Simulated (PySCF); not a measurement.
C₅H₈NO (doublet state).
Cartesian coordinates in Å at the GFN2-xTB level; atoms count from 1:
```
atom  x, y, z in Å
N1     2.246   -0.362    1.076
C2     1.741    0.320    0.158
C3     0.578   -0.076   -0.731
C4    -0.529    0.999   -0.726
C5    -1.527    0.408    0.189
C6    -1.143   -0.978    0.518
O7    -0.017   -1.284   -0.283
H8     1.798   -1.273    1.194
H9     2.171    1.298   -0.043
H10    0.973   -0.265   -1.737
H11   -0.939    1.151   -1.734
H12   -0.156    1.970   -0.385
H13   -2.379    0.912    0.594
H14   -0.895   -1.092    1.592
H15   -1.926   -1.718    0.295
```

The hyperfine couplings belong to this conformer and change with its torsions.

The species is `[H]/N=C\[C@@H]1C[CH]CO1` [radical].

Computed with PySCF 2.14.0, UKS B3LYP, pcH-1 on C H N O, non-relativistic, mean-field spin-orbit, GIAO. Isolated species at its GFN2-xTB geometry (one conformer only). The geometry wasn't refined by DFT: couplings that depend on bond lengths, twists or pyramidal angles can differ widely from those at the functional's own minimum. No stability test was run, so a lower SCF solution isn't excluded.

(1) Break the g tensor into its mass correction, gauge correction and orbital-Zeeman/spin–orbit terms.

(2) How much does each term add to the isotropic shift?

(3) At 9.471 GHz, how far is the centre of the isotropic spectrum from where a free electron (g = 2.002319) resonates?

(4) What effective moment and Curie constant follow for a powder?

(5) In a frozen sample, at which fields do the three g values resonate at 9.5, 34, 94 and 263 GHz (hyperfine left aside), and which band first spreads them over more than twice a line width of 0.5 mT?

## Answers

(1) 
```tsv
Δg (ppm)	1	2	3
relativistic mass correction	-136	-136	-136
gauge correction	0	24	20
orbital Zeeman/spin–orbit	-13	495	777
total	-149	383	662
```

So g = 2.00217, 2.00270, 2.00298 and g_iso = 2.00262; the tensor is rhombic: the two nearest values differ by 34 % of g3 − g1. Axes: g3 points within 2° of the C5–H13 bond.

(2) The orbital-Zeeman/spin–orbit term 420, the mass correction -136 and the gauge correction 15 ppm, for a total of 299 ppm. The orbital-Zeeman/spin–orbit term is the largest in size. The mass correction is the same along every axis, so the anisotropy comes from the other two: their spans along these axes are 24 (gauge) and 790 ppm (orbital Zeeman/spin–orbit).

(3) B = hν/(g μB) with μB/h = 13.99624 MHz/mT gives 337.95 mT for the free electron and 337.90 mT at g_iso, 0.05 mT lower.

(4) With the mean of g² = 4.0105 and S(S+1) = 0.75: μ_eff = √(⟨g²⟩S(S+1)) = 1.734 μB and χT = 0.12505·⟨g²⟩·S(S+1) = 0.376 cm³ K/mol (cgs; spin-Hamiltonian part alone).

(5) 
| band | GHz | B(g3) mT | B(g2) mT | B(g1) mT | spread mT |
| --- | --- | --- | --- | --- | --- |
| X | 9.5 | 338.87 | 338.92 | 339.01 | 0.14 |
| Q | 34.0 | 1212.80 | 1212.97 | 1213.29 | 0.49 |
| W | 94.0 | 3353.05 | 3353.51 | 3354.40 | 1.36 |
| J | 263.0 | 9381.39 | 9382.70 | 9385.19 | 3.80 |

The spread grows in proportion to the frequency. W band is the first where it exceeds 1.0 mT.

The Mulliken spin populations are largest on C5 (+1.02), C4 (-0.09) and C6 (-0.08). C5 is the only atom above +0.15. The positive populations add up to 1.21 and the negative ones to -0.21, together 2S = 1. The angles at C5 add up to 359.9°, so it is planar; its axial dipolar tensor and the negative coupling of its proton fit spin in a p orbital normal to that plane.

The HOMO–LUMO gaps are 5.38 eV among the α and 5.17 eV among the β orbitals.
